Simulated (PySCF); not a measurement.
Species: C4H10AlB.
Cartesian coordinates in Å at the PBE0-D3(BJ)/def2-SVP level; atoms count from 1:
```xyz
16
C4H10AlB angstrom
B      2.239    0.210    0.600
C      1.134   -0.128   -0.351
C      0.068   -1.204   -0.143
C     -1.342   -0.738   -0.539
C     -1.684    0.592    0.151
Al     0.044    1.520    0.150
H      3.134    0.964    0.276
H      2.189   -0.170    1.757
H      1.300    0.126   -1.419
H      0.069   -1.501    0.921
H      0.341   -2.110   -0.711
H     -1.371   -0.598   -1.635
H     -2.080   -1.527   -0.315
H     -2.537    1.115   -0.307
H     -1.966    0.415    1.208
H      0.455    3.039    0.347
```

Computed with PySCF at B3LYP/def2-SVPD, non-relativistic, on one gas-phase PBE0-D3(BJ)/def2-SVP geometry that isn't relaxed in the solvent. The solvent is an IEF-PCM continuum (Bondi radii, 1.10 Å for H, scaled by 1.2), and excitations are vertical TDDFT with non-equilibrium linear response and a frozen core. The model holds no explicit solvent molecules, cavitation or dispersion.

Gas-phase singlets (H = HOMO, L = LUMO):

```csv
state,E (eV),λ (nm),f,leading configurations
S1,4.366,284,0.015,H→L 97%
S2,4.776,260,0.002,H-1→L 98%
S3,5.512,225,0.000,H-2→L 97%
S4,5.971,208,0.008,"H-3→L 80%, H→L+1 9%"
S5,6.233,199,0.005,"H→L+2 52%, H→L+1 38%"
```

Task: What are the lowest 5 singlets in acetonitrile (ε = 35.69)?

Result: 
| state | E (eV) | λ (nm) | f | leading configurations | change by rank (eV) |
| --- | --- | --- | --- | --- | --- |
| S1 | 4.588 | 270 | 0.034 | H→L 95% | +0.222 |
| S2 | 4.984 | 249 | 0.007 | H-1→L 96% | +0.208 |
| S3 | 5.846 | 212 | 0.003 | H-2→L 93% | +0.334 |
| S4 | 6.101 | 203 | 0.074 | H-3→L 42%, H→L+1 40% | +0.130 |
| S5 | 6.232 | 199 | 0.106 | H→L+1 51%, H-3→L 34% | -0.001 |

Task: How does the list change in water (ε = 78.36)?

Result: 
```csv
state,E (eV),λ (nm),f,leading configurations,change by rank (eV)
S1,4.595,270,0.034,H→L 95%,+0.229
S2,4.991,248,0.007,H-1→L 96%,+0.215
S3,5.854,212,0.004,H-2→L 93%,+0.342
S4,6.104,203,0.077,"H→L+1 42%, H-3→L 40%",+0.133
S5,6.232,199,0.103,"H→L+1 49%, H-3→L 35%",-0.001
```

Task: The ground-state energy changes by -0.207 eV from gas to water. By how much does the total energy of gas-phase S1 change?

Result: E(S1) = E(S0) + excitation energy, so it changes by -0.207 + 0.229 = +0.022 eV: it isn't lowered at all, while the ground state is. This is the vertical state, with the slow part of the continuum still set for S0.

Task: How do the frontier levels move from gas to water?

Result: 
```json
{"orbital": "LUMO+2", "gas (eV)": "-0.08", "solvent (eV)": "0.37", "change (eV)": "+0.45", "Löwdin shares, gas": "Al6 46 %, C5 11 %, H14 6 %, B1 6 %", "Löwdin shares, solvent": "Al6 47 %, C5 8 %, H14 6 %, B1 6 %"}
{"orbital": "LUMO+1", "gas (eV)": "-0.22", "solvent (eV)": "-0.02", "change (eV)": "+0.20", "Löwdin shares, gas": "B1 28 %, Al6 25 %, C2 13 %, H7 8 %", "Löwdin shares, solvent": "B1 30 %, Al6 25 %, C2 9 %, H7 8 %"}
{"orbital": "LUMO", "gas (eV)": "-1.84", "solvent (eV)": "-1.40", "change (eV)": "+0.44", "Löwdin shares, gas": "Al6 44 %, B1 13 %, C2 12 %, H16 9 %", "Löwdin shares, solvent": "Al6 36 %, B1 19 %, C2 15 %, H16 8 %"}
{"orbital": "HOMO", "gas (eV)": "-7.20", "solvent (eV)": "-6.95", "change (eV)": "+0.25", "Löwdin shares, gas": "C2 31 %, C5 18 %, Al6 15 %, B1 13 %", "Löwdin shares, solvent": "C2 26 %, C5 24 %, Al6 16 %, B1 12 %"}
{"orbital": "HOMO-1", "gas (eV)": "-7.68", "solvent (eV)": "-7.41", "change (eV)": "+0.27", "Löwdin shares, gas": "C5 20 %, Al6 18 %, H16 15 %, C4 13 %", "Löwdin shares, solvent": "Al6 18 %, H16 16 %, C5 15 %, C2 12 %"}
{"orbital": "HOMO-2", "gas (eV)": "-8.41", "solvent (eV)": "-8.41", "change (eV)": "0.00", "Löwdin shares, gas": "B1 34 %, H8 19 %, H7 17 %, C2 12 %", "Löwdin shares, solvent": "B1 31 %, H8 18 %, H7 16 %, C2 14 %"}
{"orbital": "HOMO-3", "gas (eV)": "-8.88", "solvent (eV)": "-8.63", "change (eV)": "+0.25", "Löwdin shares, gas": "C3 18 %, C2 16 %, B1 14 %, C4 11 %", "Löwdin shares, solvent": "C3 19 %, C4 16 %, C2 10 %, H12 10 %"}
```

The HOMO–LUMO gap goes from 5.36 to 5.55 eV. Rows go by rank; for HOMO-3 the atom shares or the degeneracy differ between the runs, so the row needn't follow one orbital.

Hardware: Arm Neoverse N1, one thread, on a shared host. Cost: 38 s. This is the whole response run at B3LYP/def2-SVPD in water, SCF included.
